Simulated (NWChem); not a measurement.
# C2HBCl2; SMILES C#CB(Cl)Cl

Computed with NWChem. Geometry: optimised at PBE0/def2-SVP. Ions are spin-unrestricted doublets at the neutral geometry; other ion states weren't tried.

Problem. Estimate the computed values for BHandHLYP/aug-cc-pVDZ. Quantities: vertical ionisation energy, ΔSCF (eV); −ε(HOMO) (eV).

Solution. 
| Quantity | Result |
|---|---|
| vertical ionisation energy, ΔSCF (eV) | 10.79 |
| −ε(HOMO) (eV) | 9.70 |
